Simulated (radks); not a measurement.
The numbers below are computed, except where a source is named.
Neutral antimony inside a hard spherical wall (all orbitals vanish at R), configuration held at [Kr] 4d10 5s2 5p3 and not refilled when levels cross. Code: a radial shooting solver on a logarithmic mesh with Libxc functionals. Model: scalar-relativistic Kohn-Sham, r2SCAN, spin-polarised, spherical densities, finite nucleus; open shells are filled with parallel spins first (spin-orbit coupling, left out, can overturn this in heavy ions); meta-GGA in the generalised Kohn-Sham scheme; Fermi nuclear charge, rms radius 4.6802 fm. Eigenvalues in eV for spin up, with the zero of energy where the potential of the charges vanishes at infinity; a dash marks a level that is unbound or too diffuse for the functional's potential to be trusted. A positive occupied level is held by the wall or, in an anion where self-interaction has pushed it up, behind a barrier. The pressure on the wall is -dE/dV.

R (bohr)  E (hartree)  kinetic (hartree)    e(4p)    e(4d)    e(5s)   e(5p)  e(6s, empty)  e(5d, empty)  pressure (GPa)
free      -6482.21510           6779.663  -104.31  -34.191  -14.105  -5.827             -             -               0
20        -6482.21510           6779.663  -104.31  -34.191  -14.105  -5.827             -             -        < 0.0001
8         -6482.21263           6779.686  -104.16  -34.044  -13.995  -5.711         2.162         2.994           0.119
4         -6481.68636           6782.200  -97.227  -27.393   -8.444   1.653        33.295        18.007             112
2.5       -6476.27850           6802.073  -74.920   -6.059   24.153  42.691        156.47        77.197            4240
2         -6465.52578           6839.088  -50.007   19.866   77.866  105.06        309.50        152.54           22200
1.5       -6423.32808           6971.057   16.355   94.097   256.46  297.95        719.46        358.91          172000
